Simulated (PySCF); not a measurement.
Species: C9H6O2.
Numbering: `[CH:1]#[C:2][C@@H:3]1[C:4](=[O:5])[CH2:6][C@@H:7]([C:8]#[CH:9])[C:10]1=[O:11]`

Geometry (GFN2-xTB, Å), atoms numbered from 1 in this order:
```
atom  x, y, z in Å
C1    -2.0953   -2.4781    0.9114
C2    -1.6817   -1.3586    0.8219
C3    -1.1350   -0.0222    0.6707
C4    -1.1100    0.3019   -0.8199
O5    -2.0115    0.7690   -1.4519
C6     0.2552   -0.0914   -1.3376
C7     1.2030    0.0376   -0.1413
C8     1.8571    1.3345   -0.1201
C9     2.3596    2.4199   -0.1018
C10    0.3245   -0.0462    1.1106
O11    0.7176   -0.1092    2.2370
H12   -2.4867   -3.4454    1.0169
H13   -1.7340    0.6824    1.2541
H14    0.1917   -1.1294   -1.6748
H15    0.5482    0.5277   -2.1854
H16    1.9695   -0.7424   -0.1093
H17    2.8208    3.3619   -0.0904
```

NICS = −σ at a ghost point: NICS(0) at the centroid of the ring atoms, NICS(1) 1 Å to either side along the normal of their mean plane, zz for the tensor component along that normal. Level: GIAO PBE0/pcSseg-1 (PySCF, non-relativistic, gas phase) on the GFN2-xTB geometry, one conformer.

Ring bond lengths (Å), with Mayer bond orders in brackets: C3–C4 1.526 (0.92), C4–C6 1.512 (0.96), C6–C7 1.532 (0.99), C7–C10 1.532 (0.91), C10–C3 1.525 (0.91).

Give the NICS values of each ring in ppm.

| ring | type | NICS(0) | NICS(1), two faces | NICS(1)zz, two faces | rms pucker (Å) | centre to ring atoms, mean (Å) |
| --- | --- | --- | --- | --- | --- | --- |
| C3–C4–C6–C7–C10 | 5-membered carbocycle; formal bonds all single | 4.7 | -0.9 / -2.0 | -0.2 / -4.2 | 0.12 | 1.29 |

What do they say, and how far can they be read as aromaticity?

- C3–C4–C6–C7–C10: mean NICS(1)zz -2.2 ppm, near zero. C3, C6, C7 have four or more neighbours, and the NICS criterion for π rings isn't applied. The two faces differ by 4.0 ppm, so no symmetry operation interchanges them. NICS(0) lies 6 ppm above the mean NICS(1).

How shielded are the nuclei of the rings and their hydrogens (means over atoms taken as equivalent)?

```tsv
atoms	environment	σ isotropic (ppm)	principal values of the symmetric part, first atom (ppm)
C3	sp3 carbon next to a carbonyl	138.2	135.3, 136.3, 143.0
C4	ketone carbonyl carbon	-22.4	-108.9, -32.5, 74.2
C6	sp3 carbon next to a carbonyl	139.8	115.1, 139.9, 164.3
C7	sp3 carbon next to a carbonyl	145.1	128.4, 140.8, 166.2
C10	ketone carbonyl carbon	-19.0	-110.7, -18.3, 71.9
H13	methine hydrogen	28.18	25.2, 27.0, 32.3
H14	methylene hydrogen	28.15	25.4, 26.5, 32.5
H15	methylene hydrogen	28.89	24.9, 29.1, 32.7
H16	methine hydrogen	27.85	24.2, 27.2, 32.2
```
